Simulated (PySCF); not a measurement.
# Magnetisability: `[NH3+]COCC(F)(F)F`, [C3H7F3NO]+, charge +1

Geometry:
| atom | x (Å) | y (Å) | z (Å) |
| --- | --- | --- | --- |
| N1 | -1.540 | 0.511 | 0.653 |
| C2 | -1.192 | -0.673 | -0.252 |
| O3 | 0.003 | -1.228 | 0.125 |
| C4 | 1.193 | -0.802 | -0.509 |
| C5 | 1.566 | 0.631 | -0.111 |
| F6 | 0.728 | 1.518 | -0.717 |
| F7 | 2.797 | 0.958 | -0.417 |
| F8 | 1.361 | 0.833 | 1.201 |
| H9 | -2.549 | 0.706 | 0.638 |
| H10 | -1.040 | 1.370 | 0.374 |
| H11 | -1.255 | 0.274 | 1.617 |
| H12 | -1.963 | -1.434 | -0.088 |
| H13 | -1.213 | -0.323 | -1.292 |
| H14 | 1.976 | -1.478 | -0.156 |
| H15 | 1.124 | -0.857 | -1.602 |

Total charge +1.

Theory: PySCF, GIAO PBE/pcSseg-1 magnetisability, rotational g tensor and spin-rotation constants, non-relativistic, gas phase. Geometry: GFN2-xTB.

For an ion the centre-of-mass motion in the field is neglected.

(1) How diamagnetic is it, and how anisotropic?

(2) Split it along the inertial axes a, b, c into diamagnetic and paramagnetic parts about the centre of mass, with the quadrupole moment.

(3) And the rotational g tensor?

Answers

(1) Isotropic -1042 × 10⁻³⁰ J/T², or -62.8 × 10⁻⁶ cm³/mol; principal values -1089, -1034, -1004 × 10⁻³⁰ J/T², anisotropy 75 × 10⁻³⁰ J/T² (root of half the summed squared differences of the principal values). The susceptibility is in cgs units.

(2) 
```csv
axis,χ (10⁻⁶ cm³/mol),diamagnetic (10⁻⁶ cm³/mol),paramagnetic (10⁻⁶ cm³/mol),summed x² of all electrons (Å²),quadrupole Θ (D Å)
a,-64.4,-413.5,349.1,155.5,+16.83
b,-63.3,-813.9,750.6,61.1,-3.14
c,-60.5,-918.8,858.3,36.4,-13.69
```
Anisotropies 2χaa − χbb − χcc = -5.1 and 2χbb − χaa − χcc = -1.7 × 10⁻⁶ cm³/mol. Θ is traceless in Buckingham's convention.

(3) 
```tsv
axis	rotational constant (GHz)	g	nuclear part	electronic part
a	3.4222	-0.0050	0.5563	-0.5613
b	1.5134	+0.0054	0.5390	-0.5336
c	1.3410	+0.0069	0.5476	-0.5407
```
Asymmetric top; isotopes 12C, 19F, 1H, 14N, 16O; no vibrational averaging.
